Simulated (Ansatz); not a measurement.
Consider the ligand exchange at the Al–Se bond: `B[NH][AlH][SeH]` + CH₃OH → `B[NH][AlH][O]C` + H₂Se.

Computed with Ansatz on PBE0-D4/def2-TZVP structures; ΔE is electronic, products minus reactants. CCSD(T)/CBS is the MP2 limit (def2-TZVPP, def2-QZVPP) plus CCSD(T) − MP2 in def2-TZVPP, frozen cores. This one scheme is used for every species. DFT in def2-TZVPP. B3LYP here is the variant with VWN-RPA as its local correlation; programs differ in this. For Se outer-core shells are correlated without core-valence functions, which leaves a few kJ/mol of doubt a bond. Scalar relativity is left out up to krypton. Each species was taken in one conformer, which may not be the lowest.

`B[NH][AlH][SeH]`:

Cartesian coordinates in Å:
```
B 0.693 1.580 0.513
N -0.085 0.606 -0.131
Al 0.098 -1.152 0.204
Se -1.234 -2.668 -0.935
H 0.549 2.744 0.267
H 1.508 1.220 1.319
H -0.760 0.945 -0.803
H 1.144 -1.673 1.254
H -1.913 -1.603 -1.687
```

CH₃OH:

```xyz
6

C     0.337    0.114   -0.013
O    -0.821   -0.562   -0.445
H     1.108   -0.060   -0.765
H     0.708   -0.264    0.948
H     0.182    1.197    0.071
H    -1.514   -0.425    0.204
```

`B[NH][AlH][O]C`:

Cartesian coordinates in Å:
```
B 0.695 -1.404 -1.249
N -0.400 -1.561 -0.430
Al -0.995 0.135 -0.702
O -0.622 1.344 0.412
C 0.229 1.432 1.513
H 0.726 -0.282 -1.788
H 1.584 -2.160 -1.498
H -0.588 -2.399 0.091
H -2.027 0.490 -1.828
H 0.698 0.472 1.764
H -0.327 1.774 2.393
H 1.028 2.157 1.322
```

H₂Se:

```xyz
3

Se   -0.310    0.333    0.511
H    -0.041    0.638   -0.898
H     0.351   -0.971    0.386
```

| level | ΔE (kJ/mol) | difference from CCSD(T)/CBS |
| --- | --- | --- |
| PBE-D4 | -5.2 | -1.8 |
| r2SCAN-D4 | -11.0 | -7.6 |
| PBE0-D4 | -1.7 | 1.7 |
| B3LYP-D4 | -8.0 | -4.6 |
| ωB97X-V | -7.4 | -4.0 |
| ωB97M-V | -8.7 | -5.3 |
| B2PLYP | -6.2 | -2.8 |
| PBE | -3.7 | -0.3 |
| r2SCAN | -10.4 | -7.0 |
| PBE0 | -0.5 | 2.9 |
| B3LYP | -6.0 | -2.6 |
| HF/def2-TZVPP | 7.7 | 11.1 |
| MP2/def2-TZVPP | -3.6 | -0.2 |
| SCS-MP2/def2-TZVPP | -4.9 | -1.5 |
| CCSD/def2-TZVPP | -4.7 | -1.3 |
| CCSD(T)/def2-TZVPP | -6.0 | -2.6 |
| HF/def2-QZVPP | 5.5 | 8.9 |
| MP2/def2-QZVPP | -2.9 | 0.5 |
| SCS-MP2/def2-QZVPP | -4.1 | -0.7 |
| HF/CBS(def2) | 5.2 | 8.6 |
| MP2/CBS(def2) | -1.0 | 2.4 |
| CCSD/CBS(def2) | -2.0 | 1.4 |
| CCSD(T)/CBS | -3.4 | 0 |

Largest T1 diagnostic among the species: 0.013.

From PBE to PBE0 (25 % exact exchange), in def2-TZVPP and without D4, ΔE moves by +3.3 kJ/mol. In def2-TZVPP, CCSD(T) changes the Hartree–Fock value by −13.8 kJ/mol (the triples alone add −1.4 kJ/mol) and MP2 by −11.3 kJ/mol.

CCSD(T)/CBS has its own doubt, a few kJ/mol and more with outer-core shells, so smaller differences from it don't rank the levels.
